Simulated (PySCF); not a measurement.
A structure optimised at PBE-D3(BJ)/def2-TZVP, used in a PySCF frequency run:

```xyz
4

Si     0.0000     0.0000     0.1324
O      0.0000     0.0000     1.6525
F      0.0000     1.2551    -0.8374
F      0.0000    -1.2551    -0.8374
```

### Question
Write its SMILES, formula and point group.

### Answer
O=[Si](F)F, F2OSi, C2v

### Question
What are its rotational constants (standard atomic weights)?

### Answer
8.4439, 7.1389, 3.8684 GHz
